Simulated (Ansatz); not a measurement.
Gas-phase electronic energies from Ansatz, PBE0-D4/def2-TZVP geometries. CCSD(T)/CBS adds triple-zeta CCSD(T) − MP2 to the extrapolated MP2 energy (def2 sets, frozen cores). Functionals use def2-TZVPP. B3LYP here is the variant with VWN-RPA as its local correlation; programs differ in this. For Ge, Se outer-core shells are correlated without core-valence functions, which leaves a few kJ/mol of doubt a bond. Scalar relativity is left out up to krypton. One conformer a species, not always the lowest.

Consider the redistribution: `NB[SiH2][SeH]` + `[BH2][GeH2][OH]` → `O[SiH2][SeH]` + `[BH2][GeH2][BH]N`.

Q: Is it downhill or uphill in electronic energy at CCSD(T)/CBS, and by how much? (Estimate.)

A: Computed: Downhill: ΔE = -0.94 eV.

Q: What do these levels give: PBE-D4, r2SCAN-D4, PBE0-D4, ωB97M-V, r2SCAN, PBE0, B3LYP, MP2/def2-TZVPP, SCS-MP2/def2-TZVPP, CCSD/def2-TZVPP, HF/CBS(def2), MP2/CBS(def2)? (Estimate.)

A: Computed: PBE-D4 -0.85, r2SCAN-D4 -0.92, PBE0-D4 -0.87, ωB97M-V -0.91, r2SCAN -0.92, PBE0 -0.87, B3LYP -0.88, MP2/def2-TZVPP -0.94, SCS-MP2/def2-TZVPP -0.88, CCSD/def2-TZVPP -0.89, HF/CBS(def2) -0.83, MP2/CBS(def2) -0.99 eV.

Largest T1 diagnostic among the species: 0.014.

In def2-TZVPP, CCSD(T) changes the Hartree–Fock value by −0.06 eV (the triples alone add −0.00 eV) and MP2 by −0.11 eV.
